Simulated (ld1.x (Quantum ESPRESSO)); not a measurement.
What one change does to a pseudopotential (sulfur, TM)

* Element: sulfur (S)
* Generator: ld1.x (Quantum ESPRESSO) 7.5
* Type: norm-conserving Troullier–Martins (Kleinman–Bylander form)
* Functional: BP86
* Relativity: scalar-relativistic
* Frozen core: [Ne]
* Valence charge: 6
* Reference configuration: 3s2 3p2 (charge +2)
* Partial waves: 3s (bound): rc 1.20 bohr; 3p (bound): rc 1.40 bohr; 3d channel at 0.5 Ry: rc 1.40 bohr
* Local potential: all-electron potential smoothed inside 0.95 bohr (lloc = -1)
* Core correction: none

Change: functional PBE.

Cutoffs: the cutoffs (Ry, on a coarse ladder) from which the occupation-weighted sum of valence levels, in a spherical-Bessel basis at the reference potential, stays within 10 and 1 mRy of its value at 400 Ry; they do not see the model core or the augmentation charge, which bear on the density cutoff. Errors are all-electron minus pseudo energies relative to the spin-unpolarised reference configuration.

Question: Predict the effect on cutoff, ghosts and configuration errors.

Answer: The potential gets harder (45 Ry and 110 Ry → 55 Ry and 110 Ry); a bound ghost appears in s, which as a rule spoils a file; the number of tests that count goes from 7 to 6; of the 6 tests that both files solve, the error grows in 0 and shrinks in 6 by more than 15 % and 0.3 meV (median size 56.1 → 1.1 meV); the range in which the s phases agree widens (upper end -1.9 → at the end of the scan).

```csv
quantity,base,changed
"cutoff, loose",45 Ry,55 Ry
"cutoff, tight",110 Ry,110 Ry
loose cutoff by channel (10 mRy a level),"s 25 Ry, p 12 Ry","s 55 Ry, p 12 Ry"
bound ghosts,none,s
"tests counted (converged, no solver errors)",7 of 7,6 of 7
"error for 3s2 3p4, meV [ΔE -34.24 → -34.05 eV]",+65,-1.0
"error for 3s2 3p3, meV [ΔE -22.38 → -22.28 eV]",+27,+0.4
"error for 3s2 3p1, meV [ΔE 34.15 → 34.04 eV]",+86,-4.3
"error for 3s2 3p3.5, meV [ΔE -29.53 → -29.39 eV]",+47,-0.2
"error for 3s0 3p6, meV [ΔE -13.48 → -13.31 eV]",+45,+33
"error for 3s2 3p4.3, meV [ΔE -35.97 → -35.76 eV]",+73,-1.3
s: phases at 1.54 bohr within 0.05 rad from the reference energy up to (Ry; the scan ends near 5),-1.9,to the end of the scan
p: phases at 1.54 bohr within 0.05 rad from the reference energy up to (Ry; the scan ends near 5),3.0,2.6
d: phases at 1.54 bohr within 0.05 rad from the reference energy up to (Ry; the scan ends near 5),to the end of the scan,to the end of the scan
```

Base: ld1.x printed “convergence not achieved” for 6 of the counted tests; their residual had stalled under 1e-8, short of the target of 1e-14. Changed file: Tests not counted: 3s2 3p0 (solver errors, printed error -22.4 eV). A true bound ghost makes a file unfit for plane-wave use even where its test errors are small: the radial tests pick states by their node count and pass the ghost by. Where a test does run into it, the solver fails or the error is huge.
